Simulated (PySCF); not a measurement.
H2O.

```xyz
3

O      0.0000     0.0000    -0.1169
H      0.0000    -0.7650     0.4676
H      0.0000     0.7650     0.4676
```
Charge 0, spin multiplicity 1.

The structure is a stationary point at B3LYP-D3(BJ)/def2-TZVP.

These are B3LYP/pcSseg-1 (PySCF) values and carry that method's errors. Non-relativistic, no solvent.

Computed absolute GIAO shielding of each atom: isotropic value and principal components (ppm):
```csv
atom,σ(iso),σ11,σ22,σ33,span
O1,333.8,311.2,337.7,352.3,41.1
H2,30.9,23.8,25.4,43.6,19.8
H3,30.9,23.8,25.4,43.6,19.8
```
